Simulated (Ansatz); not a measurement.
The same path of BFH2O + H3P (9 atoms, charge 0, multiplicity 1) was run twice with different band settings. Lost on the way: P6–H9. Made: B1–P6, O2–H9.

The calculation used Ansatz 0.2.0, RKS r2SCAN-D4/6-31G*.

Relaxed end points:

```xyz
9
Properties=species:S:1:pos:R:3
B -0.075 -0.463 0.052
O -0.136 -1.018 1.286
H -1.050 -1.104 1.588
F 1.131 -0.283 -0.478
H -1.046 -0.129 -0.570
P 0.069 3.076 1.110
H 1.223 3.525 1.812
H 0.841 2.424 0.108
H -0.032 1.891 1.896
```

```xyz
9
Properties=species:S:1:pos:R:3
B 0.320 0.518 0.230
O -0.341 -0.420 1.648
H -1.246 -0.683 1.411
F 1.527 -0.070 0.056
H -0.557 0.254 -0.560
P 0.330 2.341 1.023
H 1.644 2.722 0.642
H -0.324 3.037 -0.029
H -0.429 0.218 2.382
```

Common settings: climbing image yes; spring 5.0 eV/Å²; optimiser quadratic models (default); start path through a guess of the saddle point; force threshold 0.05 eV/Å; iteration limit 60; end points relaxed.

| run | movable images |
| --- | --- |
| 1 | 5 |
| 2 | 3 |

What does each run give, and how far can it be trusted?

Run 1: converged after 25 iterations, highest image 2.125 eV above the first end. A structure lower than the first end lies on the path between it and the top, so the climb from that side starts below the end, which may itself be a saddle point or a shallow side well. Neighbouring images differ by up to 2.1 eV, so the band resolves the path poorly. A vibrational analysis at the climbing image gives one clearly imaginary mode, 1230i cm⁻¹: a first-order saddle point.
Run 2: converged after 32 iterations, highest image 1.401 eV above the first end. Neighbouring images differ by up to 1.4 eV, so the band resolves the path poorly. The order of the stationary point at the top wasn't checked. A band with more images between the same ends climbed to 2.12 eV, so this one has probably stepped over the top. So few images can step over the top or miss a turn of the path.
The orbitals stay closed-shell, which can raise the energy where a bond breaks towards radicals; this wasn't checked here.
